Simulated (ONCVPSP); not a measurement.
# lanthanum (La): one change to an ONCV potential, before and after

* Element: lanthanum
* Generator: ONCVPSP 4.0.1
* Type: optimised norm-conserving Vanderbilt (ONCV)
* Functional: PBEsol
* Relativity: fully relativistic
* Frozen core: [Kr] 4d10
* Valence charge: 11
* Reference configuration: 5s2 5p6 5d1 6s2
* Partial waves: 5s+6s: rc 2.80 bohr, ncon 5, nbas 8, qcut 5.4 1/bohr, 2 projectors; 5p: rc 2.45 bohr, ncon 3, nbas 7, qcut 6.4 1/bohr, 1 projector; 5d: rc 4.00 bohr, ncon 3, nbas 8, qcut 4.7 1/bohr, 2 projectors, debl 2.6 Ha; f scattering state at 0.11 Ha: rc 2.45 bohr, ncon 3, nbas 8, qcut 4.4 1/bohr, local
* Local potential: the f channel
* Core correction: Teter function, fcfact 4.25, rcfact 1.55

Open shells are filled in proportion to 2j + 1.

In the f channel the program set the typed energies aside and used -0.157 Ha (j = l + 1/2; the other j can differ).

Change: scalar-relativistic. In the f channel the program set the typed energies aside and used -0.161 Ha.

Cutoffs: the cutoffs (Ha) at which the residual kinetic energy of the hardest occupied pseudo-wave falls to 1 and 0.1 mHa per electron; they do not see the model core or the augmentation charge, which bear on the density cutoff. Errors are all-electron minus pseudo energies relative to the spin-unpolarised reference configuration.

Q: Predict the effect on cutoff, ghosts and configuration errors.

A: The potential gets neither clearly harder nor softer (11 Ha and 14 Ha → 11 Ha and 14 Ha); both files keep a bound ghost (p, s); of the 4 tests that both files solve, the error grows in 3 and shrinks in 0 by more than 15 % and 0.3 meV (median size 3.6 → 5.5 meV).

| quantity | base | changed |
| --- | --- | --- |
| cutoff, loose | 11 Ha | 11 Ha |
| cutoff, tight | 14 Ha | 14 Ha |
| loose cutoff by channel | s 9.4 Ha, p 11 Ha, d 5.4 Ha | s 9.4 Ha, p 11 Ha, d 5.3 Ha |
| bound ghosts | s, p3/2, p1/2 | s, p |
| GHOST(+) flags under 300 eV | d3/2 at 77.4 eV, d5/2 at 77.5 eV | d at 77.4 eV |
| error for 5s2 5p6 5d1 6s1, meV [ΔE 6.00 eV] | -0.2 | -1.2 |
| error for 5s2 5p6 5d1 6s0, meV [ΔE 16.85 eV] | -5.4 | -8.0 |
| error for 5s2 5p6 5d0 6s0, meV [ΔE 35.74 → 35.76 eV] | -61 | -64 |
| error for 5s2 5p6 5d1.5 6s1.5, meV [ΔE 0.36 eV] | -1.8 | -2.9 |
| s: phases at 2.84 bohr within 0.05 rad from the reference energy up to (Ha; the scan ends near 5) | 1.1 | 1.1 |
| rms error of d²Exc/dni dnj with the model core, mHa | 1.80 | 1.86 |

Base: The cutoffs count occupied waves only; projector 1 of the f channel, the hardest unoccupied one, needs 66 Ha at the loose tolerance. Changed file: The cutoffs count occupied waves only; projector 1 of the f channel, the hardest unoccupied one, needs 66 Ha at the loose tolerance. A true bound ghost makes a file unfit for plane-wave use even where its test errors are small: the radial tests pick states by their node count and pass the ghost by.
